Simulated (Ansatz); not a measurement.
`C[CH2][SbH2]` and `CC` differ in one atom or group.

Ansatz, PBE0-D4/def2-TZVP geometries, multiplicity 1. 

Elements past krypton have def2 core potentials.  Spin–orbit coupling is left out; it splits and shifts lone-pair levels of the heavy atoms by tenths of an eV.

```json
{"property": "LUMO energy (PBE/def2-TZVPP) / eV", "`C[CH2][SbH2]`": "-0.94"}
{"property": "zero-point energy (PBE0-D4/def2-TZVP) / kJ/mol", "`C[CH2][SbH2]`": "206.4"}
{"property": "HOMO energy (B3LYP/def2-TZVPP) / eV", "`C[CH2][SbH2]`": "-6.74"}
{"property": "LUMO energy (ωB97M-V/def2-TZVPP) / eV", "`C[CH2][SbH2]`": "1.37"}
{"property": "HOMO–LUMO gap (ωB97M-V/def2-TZVPP) / eV", "`C[CH2][SbH2]`": "10.36"}
{"property": "HOMO energy (ωB97M-V/def2-TZVPP) / eV", "`C[CH2][SbH2]`": "-8.99"}
```

(1) Give the same properties after the change, and the shifts. (An estimate is asked.)

Results:

(1) Ansatz gave: 
```
                                      property    `CC`  shift
             LUMO energy (PBE/def2-TZVPP) / eV    0.66   1.60
zero-point energy (PBE0-D4/def2-TZVP) / kJ/mol   196.1  -10.3
           HOMO energy (B3LYP/def2-TZVPP) / eV   -9.38  -2.64
         LUMO energy (ωB97M-V/def2-TZVPP) / eV    2.83   1.46
       HOMO–LUMO gap (ωB97M-V/def2-TZVPP) / eV   14.75   4.39
         HOMO energy (ωB97M-V/def2-TZVPP) / eV  -11.92  -2.93
```

With PBE0 the HOMO falls by 2.66 eV and the LUMO rises by 1.64 eV, so the gap widens by about 4.30 eV. PBE moves the HOMO by -2.22 eV and ωB97M-V by -2.93 eV. The zero-point energy changes by -10.3 kJ/mol with -6 modes.

B3LYP here is the variant with VWN-RPA as its local correlation; programs differ in this.
